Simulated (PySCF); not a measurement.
Gas-phase reaction: GaH3 + 2 GaF → 3 GaH + 2 F

Energies from PySCF, thermal terms from the rigid-rotor harmonic-oscillator model, ideal gas at 1 bar. † marks an energy on the PBE0/def2-TZVP geometry and frequencies; other levels use their own. MP2 and CCSD(T) freeze the core. 6-31G* has spherical d functions here. Open shells (unrestricted): F (multiplicity 2, electronic degeneracy 6); the rest are closed-shell singlets. Spin-orbit splitting is ignored; it lowers the true energy and changes the entropy of F. B3LYP is the form with VWN-RPA correlation. Ga: all electrons, no relativistic terms. GaH3, GaH: computed as isolated molecules; such fragments, hydroxides, amides, oligomers or adducts are transient or little studied in the gas. MP2 isn't extrapolated to the basis-set limit; its ΔH°(298 K) is 1141.1 kJ in def2-SVP and 1189.5 kJ in def2-TZVPP. CCSD(T) isn't extrapolated to the basis-set limit; its ΔH°(298 K) is 1058.0 kJ in def2-SVP and 1102.6 kJ in def2-TZVPP. The harmonic model lacks anharmonicity and excited electronic states, which grow with temperature; levels with a mode under 35 cm⁻¹ are left out.

| level | ΔE electronic, kJ | ΔH°(298 K), kJ | ΔS°(298 K), J/K | ΔG°(1000 K), kJ |
|---|---|---|---|---|
| B3LYP/6-31G* | 1104 | 1086 | 247 | 833 |
| B3LYP/def2-TZVP† | 1114 | 1096 | 246 | 844 |
| CCSD(T)/def2-SVP† | 1076 | 1058 | 246 | 806 |
| CCSD(T)/def2-TZVPP† | 1121 | 1103 | 246 | 850 |
| HF/6-31G* | 833 | 814 | 248 | 560 |
| HF/def2-TZVP† | 844 | 826 | 246 | 574 |
| MP2/def2-TZVPP† | 1207 | 1190 | 246 | 937 |
| PBE/def2-TZVP† | 1170 | 1152 | 246 | 900 |
| r2SCAN/def2-TZVP† | 1163 | 1145 | 246 | 893 |
| LDA/def2-TZVP† | 1337 | 1319 | 246 | 1067 |
ΔH° is lowest at HF/6-31G* and highest at LDA/def2-TZVP†. No reference value is set beside these.
